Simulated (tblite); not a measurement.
Compound: C5H10BBr.
Atom-mapped SMILES: `[CH2:1]=[C:2]([CH3:3])[B:4]([Br:5])[CH2:6][CH3:7]` (hydrogens: H8, H9 on C1; H10, H11, H12 on C3; H13, H14 on C6; H15, H16, H17 on C7)

Computed with GFN2-xTB (tblite), gas phase: L-BFGS steps from a force-field or distance-geometry start until the largest atomic force falls under 0.01 eV/Å.

Step 0: E = -573.8486 eV
```
atom  x, y, z in Å  |  force x, y, z in eV/Å
C1     -1.7968    1.4734   -0.1730   -0.772   1.130  -0.150
C2     -1.2516    0.2780   -0.0813    0.936  -0.627  -0.563
C3     -2.1246   -0.8564    0.3066   -1.604  -0.143   0.987
B4      0.2712    0.1481   -0.3589    0.218   1.611   0.321
Br5     0.9738    1.1591   -1.9176   -0.749  -0.464   0.589
C6      1.3446   -0.1208    0.7979   -0.301   0.623  -1.055
C7      2.5981   -0.5875    0.0739    1.086  -0.496  -0.226
H8     -1.2532    2.3778   -0.4344   -0.223  -0.329   0.011
H9     -2.8634    1.5725    0.0230    0.300   0.281   0.087
H10    -2.7149   -0.5410    1.2235    0.653  -0.535  -0.795
H11    -2.9018   -0.9910   -0.4746    0.574  -0.276   0.335
H12    -1.6091   -1.7956    0.5323   -0.130   0.338  -0.240
H13     1.6182    0.8633    1.2518   -0.668  -0.769   0.114
H14     1.0078   -0.8558    1.5304    0.130   0.426   0.186
H15     2.4389   -0.5290   -1.0181    0.616  -0.422   0.679
H16     2.7778   -1.6323    0.3533    0.388   0.305  -0.234
H17     3.4780    0.0493    0.3038   -0.456  -0.653  -0.046
```

Step 1: E = -574.0266 eV
```
atom  x, y, z in Å  |  force x, y, z in eV/Å
C1     -1.8079    1.4895   -0.1752    0.311  -0.876  -0.057
C2     -1.2382    0.2690   -0.0894   -0.615   0.719  -0.313
C3     -2.1475   -0.8584    0.3207   -0.168  -0.015   0.183
B4      0.2743    0.1711   -0.3543    0.188   1.314   0.140
Br5     0.9631    1.1525   -1.9092   -0.637  -0.324   0.422
C6      1.3403   -0.1119    0.7828    0.045  -0.065  -0.611
C7      2.6136   -0.5946    0.0707    0.234  -0.191  -0.013
H8     -1.2564    2.3731   -0.4343   -0.066   0.069  -0.091
H9     -2.8591    1.5765    0.0242   -0.108   0.311   0.155
H10    -2.7056   -0.5487    1.2122    0.160  -0.247  -0.077
H11    -2.8936   -0.9949   -0.4698    0.232  -0.287   0.113
H12    -1.6110   -1.7908    0.5289   -0.205   0.276  -0.160
H13     1.6087    0.8523    1.2534   -0.501  -0.457   0.156
H14     1.0097   -0.8497    1.5331    0.157   0.580  -0.104
H15     2.4477   -0.5350   -1.0084    0.591  -0.401   0.299
H16     2.7834   -1.6280    0.3499    0.421  -0.034  -0.099
H17     3.4715    0.0400    0.3032   -0.039  -0.372   0.058
```

Step 2: E = -574.1392 eV
```
atom  x, y, z in Å  |  force x, y, z in eV/Å
C1     -1.8079    1.4813   -0.1775   -0.123   0.128  -0.114
C2     -1.2429    0.2782   -0.0999   -0.445  -0.309   0.078
C3     -2.1634   -0.8599    0.3320    0.864   0.147  -0.645
B4      0.2797    0.2095   -0.3491   -0.172   0.842   0.034
Br5     0.9447    1.1425   -1.8963   -0.443  -0.111   0.130
C6      1.3388   -0.1083    0.7625    0.260  -0.426  -0.111
C7      2.6268   -0.6022    0.0687   -0.366  -0.029   0.186
H8     -1.2595    2.3719   -0.4360   -0.107  -0.002  -0.085
H9     -2.8589    1.5848    0.0279   -0.067   0.258   0.124
H10    -2.6973   -0.5577    1.2044   -0.317   0.044   0.640
H11    -2.8845   -1.0027   -0.4649   -0.072  -0.283  -0.085
H12    -1.6160   -1.7827    0.5239   -0.102   0.109  -0.065
H13     1.5936    0.8373    1.2574   -0.291  -0.149   0.166
H14     1.0138   -0.8350    1.5325    0.104   0.518  -0.288
H15     2.4641   -0.5462   -0.9972    0.506  -0.348  -0.186
H16     2.7947   -1.6262    0.3461    0.411  -0.329   0.044
H17     3.4671    0.0276    0.3040    0.360  -0.061   0.178
```

Q: Estimate the geometry and energy of step 3. (The exact step hangs on the optimiser's Hessian estimate; all steps are aligned on step 2, rigid shifts and turns removed.)

A: E = -574.2185 eV, largest force 0.774 eV/Å
```
atom  x, y, z in Å  |  force x, y, z in eV/Å
C1     -1.8127    1.4834   -0.1812   -0.092  -0.107  -0.056
C2     -1.2502    0.2749   -0.1055   -0.298   0.141   0.117
C3     -2.1607   -0.8583    0.3290    0.615   0.224  -0.414
B4      0.2799    0.2492   -0.3448   -0.369   0.274   0.155
Br5     0.9250    1.1340   -1.8856   -0.243   0.128  -0.198
C6      1.3419   -0.1123    0.7470    0.179  -0.224   0.119
C7      2.6301   -0.6082    0.0704   -0.276  -0.032   0.198
H8     -1.2637    2.3701   -0.4383   -0.051   0.085  -0.119
H9     -2.8590    1.5946    0.0323   -0.155   0.243   0.115
H10    -2.6969   -0.5631    1.2098   -0.233   0.030   0.454
H11    -2.8795   -1.0127   -0.4630   -0.188  -0.244  -0.170
H12    -1.6208   -1.7756    0.5194    0.100  -0.128  -0.004
H13     1.5787    0.8246    1.2627   -0.120   0.008   0.126
H14     1.0181   -0.8169    1.5275   -0.020   0.231  -0.244
H15     2.4835   -0.5595   -0.9929    0.406  -0.287  -0.405
H16     2.8091   -1.6304    0.3443    0.337  -0.365   0.115
H17     3.4701    0.0182    0.3075    0.406   0.023   0.211
```

The energy changes by -0.0793 eV. The first-order estimate −F·Δx gives -0.1099 eV and the mean of the old and new forces, exact on a quadratic surface, -0.0789 eV. The step makes an angle of 45° with the force vector and moves no atom by more than 0.040 Å.

The cost below is that of the whole relaxation. On an Arm Neoverse N1 with one thread, shared host, this took 1.9 s of wall time.
